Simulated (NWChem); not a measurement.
System meant: C₆H₁₅B; SMILES CCB(CC)CC

NWChem input:

```
start job
memory heap 200 mb stack 900 mb global 1100 mb
geometry units angstroms noautoz
  B      0.055480    -0.164691     0.110530
  C      1.328612     0.714288     0.420659
  C      1.521355     2.038412    -0.307136
  H      2.225981     0.073883     0.321952
  H      1.270821     0.882621     1.517666
  H      0.662667     2.712858    -0.161022
  H      1.627492     1.889253    -1.393651
  H      2.418850     2.577519     0.035000
  C     -1.194325     0.412307    -0.665669
  C     -2.102564     1.133940     0.344151
  H     -1.772922    -0.391510    -1.152406
  H     -0.899555     1.126152    -1.453280
  H     -1.586475     1.978039     0.829639
  H     -2.440625     0.456558     1.145186
  H     -3.005361     1.539976    -0.138938
  C      0.014662    -1.653874     0.644192
  C      0.418444    -2.606555    -0.491315
  H     -1.002292    -1.919623     0.983889
  H      0.694391    -1.805293     1.500349
  H      1.442508    -2.406391    -0.846795
  H     -0.251605    -2.512671    -1.361298
  H      0.388396    -3.659772    -0.170159
end
basis spherical
  * library def2-svp
end
dft
  odft
  mult 2
  xc pbe0
  iterations 150
  semidirect filesize 400000000
  mulliken
end
task dft energy
```

End of the output:

```
 Summary of "ao basis" -> "" (spherical)
 ------------------------------------------------------------------------------
       Tag                 Description            Shells   Functions and Types
 ---------------- ------------------------------  ------  ---------------------
 *                          def2-svp                  on all atoms

                                 NWChem DFT Module
                                 -----------------

 Summary of "ao basis" -> "ao basis" (spherical)
 ------------------------------------------------------------------------------
       Tag                 Description            Shells   Functions and Types
 ---------------- ------------------------------  ------  ---------------------
 B                          def2-svp                 6       14   3s2p1d
 C                          def2-svp                 6       14   3s2p1d
 H                          def2-svp                 3        5   2s1p

 Summary of "ao basis" -> "ao basis" (spherical)
 ------------------------------------------------------------------------------
       Tag                 Description            Shells   Functions and Types
 ---------------- ------------------------------  ------  ---------------------
 B                          def2-svp                 6       14   3s2p1d
 C                          def2-svp                 6       14   3s2p1d
 H                          def2-svp                 3        5   2s1p

  number of electrons :                   56
  multiplicity        :                    2
 ------------------------------------------------------------------------
  no. of electrons and multiplicity not compatible                  56
 ------------------------------------------------------------------------
 ------------------------------------------------------------------------
  current input line :
    38: task dft energy
 ------------------------------------------------------------------------
 ------------------------------------------------------------------------
 There is an error in the input file
 ------------------------------------------------------------------------
 For more information see the NWChem manual at https://nwchemgit.github.io

0: no. of electrons and multiplicity not compatible:Received an Error in Communication
```

What is wrong, and how is it mended?

The program refused the input. Cause: the multiplicity doesn't fit the number of electrons (an even count wants an odd multiplicity, and the reverse). This input runs:
```
start job
memory heap 200 mb stack 900 mb global 1100 mb
geometry units angstroms noautoz
  B      0.055480    -0.164691     0.110530
  C      1.328612     0.714288     0.420659
  C      1.521355     2.038412    -0.307136
  H      2.225981     0.073883     0.321952
  H      1.270821     0.882621     1.517666
  H      0.662667     2.712858    -0.161022
  H      1.627492     1.889253    -1.393651
  H      2.418850     2.577519     0.035000
  C     -1.194325     0.412307    -0.665669
  C     -2.102564     1.133940     0.344151
  H     -1.772922    -0.391510    -1.152406
  H     -0.899555     1.126152    -1.453280
  H     -1.586475     1.978039     0.829639
  H     -2.440625     0.456558     1.145186
  H     -3.005361     1.539976    -0.138938
  C      0.014662    -1.653874     0.644192
  C      0.418444    -2.606555    -0.491315
  H     -1.002292    -1.919623     0.983889
  H      0.694391    -1.805293     1.500349
  H      1.442508    -2.406391    -0.846795
  H     -0.251605    -2.512671    -1.361298
  H      0.388396    -3.659772    -0.170159
end
basis spherical
  B library def2-svp
  C library def2-svp
  H library def2-svp
end
dft
  xc pbe0
  iterations 150
  semidirect filesize 400000000
  mulliken
end
task dft energy
```
It converges to -262.00915 Ha (PBE0/def2-SVP).
